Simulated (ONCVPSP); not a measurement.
Before and after: ONCV potential for O (Z = 8)

| Item | Value |
| --- | --- |
| Element | O |
| Generator | ONCVPSP 4.0.1 |
| Type | optimised norm-conserving Vanderbilt (ONCV) |
| Functional | PBEsol |
| Relativity | scalar-relativistic |
| Frozen core | [He] |
| Valence charge | 6 |
| Reference configuration | 2s2 2p2 (charge +2) |
| Partial waves | 2s: rc 0.95 bohr, ncon 3, nbas 7, qcut 6.1 1/bohr, 2 projectors, debl 1.7 Ha; 2p: rc 0.95 bohr, ncon 4, nbas 7, qcut 11.7 1/bohr, local |
| Local potential | the p channel |
| Core correction | none |

In the s channel the program set the typed energies aside and used -2.136, 0.250 Ha.

Change: all radii scaled by about 0.78 (s 0.74, p 0.74 bohr).

Cutoffs: the cutoffs (Ha) at which the residual kinetic energy of the hardest occupied pseudo-wave falls to 1 and 0.1 mHa per electron; they do not see the model core or the augmentation charge, which bear on the density cutoff. Errors are all-electron minus pseudo energies relative to the spin-unpolarised reference configuration.

Q: How do hardness, ghosts and transferability respond?

A: The potential gets harder (122 Ha and 208 Ha → 223 Ha and 357 Ha); of the 4 tests that both files solve, the error grows in 0 and shrinks in 4 by more than 15 % and 0.3 meV (median size 49.9 → 30.0 meV); neither file shows a bound ghost. A smaller radius makes the pseudo-wave follow the all-electron one further in, where it bends more sharply, so more plane waves are needed. Less of the atom is replaced, so other configurations are described better.

```csv
quantity,base,changed
"cutoff, loose",122 Ha,223 Ha
"cutoff, tight",208 Ha,357 Ha
loose cutoff by channel,"s 122 Ha, p 57 Ha","s 223 Ha, p 80 Ha"
bound ghosts,none,none
GHOST(+) flags under 300 eV,none,none
"error for 2s2 2p4, meV [ΔE -49.84 eV]",+40,+22
"error for 2s2 2p3, meV [ΔE -33.48 eV]",+20,+12
"error for 2s2 2p1, meV [ΔE 53.71 eV]",+60,+38
"error for 2s0 2p6, meV [ΔE -20.09 eV]",+291,+127
```
